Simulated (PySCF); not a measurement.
## Telling isomers of C$_{7}$H$_{10}$F$_{2}$ apart by NMR

One conformer, gas phase, one averaged value for each set of equivalent atoms, no relativistic terms. Shielding tensors at PBE0/pcSseg-1 (GIAO); GFN2-xTB structure; PySCF 2.14.

References, each an isolated molecule treated in the same way: 1H (31.72 ppm) and 13C (186.93 ppm) against TMS. Splittings of carbon signals by F and P are missing where no couplings were computed. Where no couplings were computed, multiplicities follow the n + 1 count of equivalent neighbours, and m marks all less simple cases (inequivalent or close neighbours, rings, F or P nearby). Shifts are as computed. Against solution values, carbons near 30 ppm lie about +3 ppm off and those near 130 ppm about +5 ppm. Of 1211 compounds with measured shifts, 218 miss one by over three times the rms of a fit or turn the order of signals round; such compounds aren't used in these exercises.

(1) Tabulate the signals of `CC/C=C(/C=C/F)CF`, `FC1(F)CC[C@H]2C[C@@H]1C2`, `C=CCC/C=C\C(F)F`, `C/C=C1/CC[C@@H]1C(F)F` and their relative energies.

(2) What is the quickest way to tell C=CCC/C=C\C(F)F from C/C=C1/CC[C@@H]1C(F)F?

(3) What is the quickest way to tell CC/C=C(/C=C/F)CF from FC1(F)CC[C@H]2C[C@@H]1C2?

(4) What is the quickest way to tell FC1(F)CC[C@H]2C[C@@H]1C2 from C=CCC/C=C\C(F)F?

Results:

(1) 
| SMILES | carbon types | δC | δH | E rel. (kcal/mol) |
| --- | --- | --- | --- | --- |
| CC/C=C(/C=C/F)CF | 1×C 3×CH 2×CH2 1×CH3 | 162.5, 145.6, 136.3, 122.1, 79.2, 26.5, 17.6 | 7.43 (m, 1H), 6.21 (m, 1H), 6.01 (m, 1H), 5.32 (m, 2H), 2.37 (m, 2H), 0.98 (t, 3H) | 29.4 |
| FC1(F)CC[C@H]2C[C@@H]1C2 | 1×C 2×CH 4×CH2 | 133.3, 44.3, 34.4, 32.7, 30.8, 28.3 | 2.60 (m, 1H), 2.43 (m, 2H), 2.27 (m, 1H), 2.18 (m, 2H), 1.89 (m, 2H), 1.53 (m, 2H) | 0.0 |
| C=CCC/C=C\C(F)F | 4×CH 3×CH2 | 145.9, 145.3, 134.5, 123.0, 118.0, 37.0, 32.8 | 6.68 (m, 1H), 6.33 (m, 1H), 6.15 (m, 1H), 6.09 (m, 1H), 5.51 (m, 1H), 5.39 (m, 1H), 2.36 (m, 2H), 2.16 (m, 2H) | 27.5 |
| C/C=C1/CC[C@@H]1C(F)F | 1×C 3×CH 2×CH2 1×CH3 | 140.4, 133.4, 125.7, 47.2, 29.0, 17.8, 17.3 | 5.97 (m, 1H), 5.81 (q, 1H), 3.40 (m, 1H), 2.78 (m, 1H), 2.71 (m, 1H), 2.27 (m, 1H), 1.91 (m, 1H), 1.83 (d, 3H) | 20.4 |

Energies are electronic energies at PBE0/pcSseg-1 on these geometries, without zero-point or thermal terms, each for the one conformer computed, which needn't be the lowest.

(2) Both give the same number of carbon signals, but DEPT or the intensities differ. The first has a terminal =CH2 carbon at 123.0 ppm, the second a fully substituted alkene carbon (C) at 140.4 ppm. Their most deshielded carbons lie at 145.9 and 140.4 ppm. In the proton spectra the most deshielded non-exchanging signals are 6.68 (m, 1H) and 5.97 (m, 1H).

(3) Count the carbon signals: 7 against 6. The first has an alkene CH at 162.5 ppm, the second an sp3 CH in a ring at 44.3 ppm. Their most deshielded carbons lie at 162.5 and 133.3 ppm. In the proton spectra the most deshielded non-exchanging signals are 7.43 (m, 1H) and 2.60 (m, 1H).

(4) Count the carbon signals: 6 against 7. The first has a fully substituted sp3 carbon bonded to 2 F (C) at 133.3 ppm, the second an alkene CH at 145.9 ppm. In the proton spectra the most deshielded non-exchanging signals are 2.60 (m, 1H) and 6.68 (m, 1H).
